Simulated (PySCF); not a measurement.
# Atomic charges by several schemes

Compound: C₅H₁₁ClSi.
Cartesian coordinates in Å at the GFN2-xTB level; atoms count from 1:
```xyz
18
C5H11ClSi angstrom
C      3.0708    0.5592    0.1986
C      1.9897    0.4026   -0.5448
Cl     1.7288    1.4676   -1.8945
Si     0.6193   -0.8915   -0.3478
C     -1.0405    0.0265   -0.1292
C     -2.2026   -0.9566   -0.0117
C     -1.0165    0.9631    1.0784
H      3.2447   -0.0988    1.0319
H      3.8090    1.3236    0.0157
H      0.5922   -1.7070   -1.5650
H      0.9425   -1.7058    0.8285
H     -1.2154    0.6394   -1.0203
H     -3.1477   -0.4226    0.0788
H     -2.2577   -1.6023   -0.8851
H     -2.0847   -1.5863    0.8675
H     -1.9662    1.4893    1.1707
H     -0.2247    1.7028    0.9802
H     -0.8495    0.4033    1.9968
```

Density: PBE0/pcSseg-1 (PySCF); schemes: Mulliken, IAO, Hirshfeld and ESP-fitted. Isolated species at its GFN2-xTB geometry (one conformer only).

**Question.** Atoms with like bonding are taken together and averaged. Which atoms carry the highest charge in the Mulliken, IAO, Hirshfeld and ESP-fitted schemes?

**Answer.** The schemes don't all agree: Mulliken Si4 (+0.781); IAO Si4 (+0.748); Hirshfeld Si4 (+0.327); ESP-fitted C5 (+0.287).

**Question.** For which atoms does the sign change between the 4 schemes (beyond +0.03 e in one, beyond −0.03 e in another)?

**Answer.** C5.

**Question.** At which atom do the 4 schemes differ most?

**Answer.** At C5: from -0.616 (Mulliken) to +0.287 e (ESP-fitted), 0.903 e apart.

**Question.** Give the atomic charges in each scheme.

**Answer.** In e; atoms taken as equivalent share a row and are averaged (×n: the atom named and its like, n in all):

```csv
atom,environment,Mulliken,IAO,Hirshfeld,ESP-fitted
C1,terminal =CH2 carbon,-0.062,-0.306,-0.101,-0.302
C2,vinylic C–Cl carbon,-0.498,-0.266,-0.068,-0.074
Cl3,vinyl chlorine,-0.091,-0.047,-0.032,-0.100
Si4,SiH2 silicon,+0.781,+0.748,+0.327,+0.236
C5,sp3 carbon bound to silicon,-0.616,-0.358,-0.103,+0.287
C6/C7,methyl carbon,-0.233,-0.413,-0.119,-0.466
H8,vinylic hydrogen,+0.124,+0.163,+0.055,+0.161
H9,vinylic hydrogen,+0.129,+0.164,+0.052,+0.168
H10/H11,Si–H hydrogen,-0.077,-0.120,-0.076,-0.064
H12,methine hydrogen,+0.153,+0.145,+0.032,-0.004
H13 (×6),methyl hydrogen,+0.117,+0.137,+0.038,+0.115
```

Mean size of the charges over all atoms: IAO 0.227 e, Mulliken 0.210 e, ESP-fitted 0.171 e, Hirshfeld 0.077 e. Each set sums to the total charge, 0, to within 0.001 e. The Hirshfeld scheme weights the molecular density at each point by an atom's share of the summed free-atom densities. The Mulliken scheme counts on each atom the diagonal of the density matrix times the overlap matrix over that atom's basis functions.

Some averages cover members that differ in this geometry: C6/C7, ESP-fitted -0.483 to -0.450; H13 (×6), ESP-fitted +0.101 to +0.127 e.

**Question.** How closely do the schemes follow one another over all atoms?

**Answer.** Correlation coefficient and root-mean-square difference: IAO with Hirshfeld 0.97, 0.182 e; Mulliken with IAO 0.91, 0.120 e; Mulliken with Hirshfeld 0.89, 0.204 e; IAO with ESP-fitted 0.69, 0.205 e; Hirshfeld with ESP-fitted 0.64, 0.168 e; Mulliken with ESP-fitted 0.38, 0.288 e.

**Question.** Sum the charges by element, for elements with more than one atom.

**Answer.** 
```csv
element,atoms,Mulliken,IAO,Hirshfeld,ESP-fitted
C,5,-1.642,-1.756,-0.511,-1.023
H,11,+0.953,+1.055,+0.215,+0.886
```

These values come from a run that also computed NMR shieldings. The run took 34 s wall (grids of density and orbitals included) on an Arm Neoverse V2 with one thread, on a shared host, and the process peaked at 0.84 GiB of memory.
